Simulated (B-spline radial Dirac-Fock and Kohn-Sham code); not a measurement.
Binding energies of Xe¹⁹⁺ at several levels of theory

System: xenon as Xe¹⁹⁺, [Ar] 3d10 4s2 4p5.

The density-functional columns are spherical, spin-unpolarised Dirac-Kohn-Sham results without Breit or QED terms: −ε is minus the orbital energy of the initial state and ΔSCF the difference of two total energies. The reference in the last column comes from multi-electron Dirac-Fock with separately optimised hole states, Breit and Lamb-shift corrections added in first order. All numbers are from a radial atomic solver, in eV; a selection of levels is shown. For the 1s level of heavy atoms much of the gap between ΔSCF and the reference is the Breit and QED part, -123.8 eV here; for other levels the error of the functional can be larger.

```csv
level,LDA −ε,LDA ΔSCF,Dirac-Fock
1s,34826.7,35211.6,35098.6
2s,5856.1,5936.9,5989.4
2p1/2,5537.3,5635.0,5639.5
3s,1584.7,1618.7,1655.5
3p1/2,1452.5,1487.5,1510.4
3d3/2,1158.1,1195.3,1195.5
3d5/2,1144.6,1181.5,1182.4
4s,635.0,652.2,656.9
4p,573.6,590.3,587.9
```

Values without a named source are computed, but for edge energies of neutral atoms, which are taken from tables.
